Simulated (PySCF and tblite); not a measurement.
The numbers below are computed, except where a source is named.
C₂H₆F₄O₃Si₃, numbered as in [CH3:1][Si@@:2]1([F:3])[O:4][Si@:5]([CH3:6])([F:7])[O:8][Si:9]([F:10])([F:11])[O:12]1.

Conformers came from 60 starts (ETKDG and KDG, MMFF94s, GFN2-xTB); geometries are GFN2-xTB. Energies: PBE0-D3(BJ)/def2-SVP (IEF-PCM, chloroform), with GFN2-xTB thermal terms (modes under about 100 cm⁻¹ blended into free rotors). Symmetry numbers and mirror images are counted. Conformers within 2.5 kcal/mol (GFN2-xTB free energy) were kept, 4 at most. GIAO shieldings: KT2/pcSseg-1 (IEF-PCM, chloroform). Shifts are against TMS (¹H), TMS (¹³C), TMS (²⁹Si) at the same level. Codes: tblite and PySCF.

(1) List the conformer-averaged shifts at 298.15 K.

Unscaled ²⁹Si shifts at such levels can be off by tens of ppm; differences between conformers or isomers are more reliable. Shifts are unscaled: against experiment ¹³C can be off by 15 ppm or more and ¹H by 0.8 ppm.

Results:

(1) ¹H: 0.43 (H1/H6, 6H) ppm. ¹³C: -4.0 (C1/C6) ppm. ²⁹Si: -46.7 (Si2/Si5), -98.9 (Si9) ppm.
